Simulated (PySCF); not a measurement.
Deuteron quadrupole couplings in `FC(F)(F)[C@@H]1CO[Si@@](F)(O[SiH3])O1`

Species: C3H6F4O3Si2.
Z-matrix (Å and degrees, GFN2-xTB geometry), rows numbered from 1:
```
F 
C   1  1.3460
F   2  1.3336  1  106.64
F   2  1.3335  1  106.63  3  -114.43
C   2  1.5294  1  110.76  3   122.85
C   5  1.5517  2  109.86  1   -65.84
O   6  1.3960  5  108.06  2  -103.38
Si  7  1.6210  6  111.90  5    -7.83
F   8  1.5974  7  110.86  6   114.82
O   8  1.5822  7  114.54  6  -120.95
Si 10  1.6456  8  142.00  7  -146.39
O   5  1.3861  2  108.87  1   175.19
H   5  1.0954  2  107.34  1    56.69
H   6  1.0933  5  110.36  2   137.63
H   6  1.0931  5  111.08  2    16.14
H  11  1.4588 10  100.62  8   168.94
H  11  1.4598 10  107.09  8   -71.57
H  11  1.4586 10  107.65  8    49.07
```

Level: PBE0/pcSseg-1 (PySCF, non-relativistic); Q(2H) = 0.00286 b; rigid geometry, the same for H and D, with no vibrational averaging.

Q: What are Vzz, η and χzz (234.96 MHz × Q × Vzz) at all hydrogens?

A: 
```csv
atom,bonded to,bond length (Å),Vzz (au),η,χzz (kHz)
H13,C5,1.095,0.2830,0.04,190
H14,C6,1.093,0.2905,0.05,195
H15,C6,1.093,0.2874,0.04,193
H16,Si11,1.459,0.1620,0.02,109
H17,Si11,1.460,0.1602,0.04,108
H18,Si11,1.459,0.1609,0.04,108
```

Q: Average by the element that carries the hydrogen.

A: on C: 193 kHz over 3 positions, mean bond length 1.094 Å; on Si: 108 kHz over 3 positions, mean bond length 1.459 Å.

The structure is a single GFN2-xTB conformer in the gas phase; no vibrational or solvent corrections. GFN2-xTB bond lengths can be off by several hundredths of an ångström, more for odd bonds, and the gradients follow them. These gradients aren't converged with respect to the basis.
